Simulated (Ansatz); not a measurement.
Basis-set extrapolation for C$_{2}$H$_{9}$ClSSi$_{2}$ (`C[SiH2]S[SiH](C)Cl`) (PBE0-D4/def2-TZVP geometry, frozen core, Ansatz 0.2.0). Multiplicity 1, RHF reference.

```
                       def2-TZVPP    def2-QZVPP
                 HF  -1516.091171  -1516.136846
    MP2 correlation     -0.970372     -1.047987
CCSD(T) correlation     -1.096570       not run
```

Energies in hartree. Use E(X) = E(∞) + A·exp(−7.88·√X) for Hartree–Fock and E(X) = E(∞) + B·X^(−2.97) for correlation, with X = 3 and 4, and add CCSD(T) minus MP2 of the smaller set to the MP2 limit.

Q: What is the CCSD(T) energy at the basis-set limit?

A: HF limit: -1516.136846 + (-0.045675) × 0.13774 = -1516.14314. MP2 limit: -1.047987 + (-0.077615) × 0.74074 = -1.10548. Higher-order term: -1.096570 − (-0.970372) = -0.12620. Total: -1517.37482 hartree, 491.2 kJ/mol below CCSD(T)/def2-TZVPP.
